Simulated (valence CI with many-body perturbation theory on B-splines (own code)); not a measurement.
# Zr9+: E3, M1, M2 decay

Calculated by valence CI with perturbative core correlation (CI+MBPT): three valence electrons over a frozen Dirac-Fock core [Ar] 3d10, radial functions for each j: 11 s, 11 p, 10 d, 8 f, 5 g, 2 h, with the one-electron correlation potential Σ1, the two-electron term Σ2, the three-electron term Σ3, Breit, model QED; selected CI, second order for the rest, scaled by the run's own slope (own B-spline code, finite nucleus).

No measured spectrum was set against this ion. As an estimate, levels hold to about 250 cm⁻¹ or 0.2 % of their energy and the worst to 1 %, as in measured heavy ions of charge 2 to 7; those with d or f electrons hold less well.

Lines 1 to 6 of 6 in falling wavelength, among levels below 124.93 eV, chosen from the decays that carry over 1 % of a level's rate. Wavelengths and rates use the calculated energies, so an error of 800 cm⁻¹ moves a line at 34.75 nm by 0.28 % and its rate by three times that or more. Electric multipoles are in the length gauge, E1 and E2 with the static RPA response of the core. S is in atomic units (e²a₀⁴ for E2 and M2, e²a₀⁶ for E3), for M1 in squared Bohr magnetons. Weak lines are less certain than strong ones. Lines between different terms over intervals too small for the method are left out, as are lines whose strength nearly cancels.

```json
{"λ vac (nm)": "1044", "Upper": "4s 4p 4d 4F°_9/2", "Lower": "4s 4p 4d 4F°_7/2", "Type": "M1", "A (s⁻¹)": "2.30e+01", "S (a.u.)": "9.70e+00"}
{"λ vac (nm)": "502.9", "Upper": "4s2 4p 2P°_3/2", "Lower": "4s2 4p 2P°_1/2", "Type": "M1", "A (s⁻¹)": "7.10e+01", "S (a.u.)": "1.34e+00"}
{"λ vac (nm)": "34.75", "Upper": "4s 4p 4d 4F°_9/2", "Lower": "4s 4p2 2D_5/2", "Type": "M2", "A (s⁻¹)": "3.52e+01", "S (a.u.)": "1.59e-03"}
{"λ vac (nm)": "30.64", "Upper": "4s 4p 4d 4F°_9/2", "Lower": "4s 4p2 4P_5/2", "Type": "M2", "A (s⁻¹)": "1.23e+00", "S (a.u.)": "2.96e-05"}
{"λ vac (nm)": "30.64", "Upper": "4s 4p 4d 4F°_9/2", "Lower": "4s 4p2 4P_5/2", "Type": "E3", "A (s⁻¹)": "1.21e+00", "S (a.u.)": "9.72e+00"}
{"λ vac (nm)": "29.78", "Upper": "4s 4p 4d 4F°_9/2", "Lower": "4s 4p2 4P_3/2", "Type": "E3", "A (s⁻¹)": "1.25e+00", "S (a.u.)": "8.23e+00"}
```
